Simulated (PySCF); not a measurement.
A structure optimised at PBE0-D3(BJ)/def2-SVP, used in a PySCF frequency run:

```xyz
11

Si    -2.0322    -0.1431    -0.3057
C     -0.4666    -1.1313    -0.6784
Si     1.0287    -0.6765     0.3413
Cl     1.2959     1.3826     0.2852
H     -1.9092     1.2501    -0.8227
H     -2.2673    -0.0986     1.1701
H     -3.2099    -0.7962    -0.9551
H     -0.2250    -1.0216    -1.7492
H     -0.6725    -2.2024    -0.5017
H      0.8302    -1.0667     1.7659
H      2.2735    -1.3060    -0.1839
```
Charge 0, spin multiplicity 1.

**Question.** Write its SMILES and formula.

**Answer.** [SiH3]C[SiH2]Cl, CH7ClSi2

**Question.** What are its rotational constants (standard atomic weights)?

**Answer.** 5.1309, 1.8157, 1.4392 GHz
